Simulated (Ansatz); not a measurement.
`C#[C][Zr]([Cl])([Cl])[Cl]` + HBr → `[Cl][Zr]([Cl])([Cl])[Br]` + `C#C` at 400 K and 1 bar (ligand exchange at a Zr–C bond).

Program: Ansatz. Geometries: PBE0-D4/def2-TZVP. ΔE: electronic, gas phase. CCSD(T)/CBS adds triple-zeta CCSD(T) − MP2 to the extrapolated MP2 energy (def2 sets, frozen cores). This one scheme is used for every species. Elements past krypton have def2 core potentials. For Br, Zr outer-core shells are correlated without core-valence functions, which leaves a few kJ/mol of doubt a bond. Scalar relativity is left out up to krypton.

```
                    species  CCSD(T)/CBS energy (Eh)  H − E (kJ/mol)  S (J/(mol·K))
`C#[C][Zr]([Cl])([Cl])[Cl]`              -1503.20894            96.2          443.1
                        HBr              -2573.91920            27.6          207.2
 `[Cl][Zr]([Cl])([Cl])[Br]`              -3999.95269            45.5          421.3
                      `C#C`                -77.22717            85.5          213.8
```

H − E and S are ideal-gas, rigid-rotor, harmonic terms from PBE0-D4/def2-TZVP. 1 Eh = 2625.50 kJ/mol, R = 8.31446 J/(mol·K).

Task: By hand: ΔE, ΔH, ΔS and ΔG.

Result: ΔE = (-3999.95269) + (-77.22717) − (-1503.20894) − (-2573.91920) = -0.05172 Eh = -135.8 kJ/mol. Δ(H − E) = 45.5 + 85.5 − 96.2 − 27.6 = 7.2, so ΔH = -128.6 kJ/mol. ΔS = 421.3 + 213.8 − 443.1 − 207.2 = -15.2 J/(mol·K). ΔG = -128.6 − 400 × (-15.2)/1000 = -122.5 kJ/mol.

Task: By hand: the equilibrium constant, and the temperature at which ΔG would vanish if ΔH and ΔS stayed fixed.

Result: log₁₀ K = −ΔG/(RT ln 10) = 16.0. ΔG = 0 at ΔH/ΔS = 8461 K, far beyond where these terms or the molecules hold.

ΔH outweighs TΔS. A doubt of 5 kJ/mol in ΔE shifts log₁₀ K by 0.7 here. These are equilibria of isolated gas molecules and say nothing of rates. Largest T1 diagnostic: 0.016 (customary marks: 0.02 for closed shells, 0.045 for open ones).
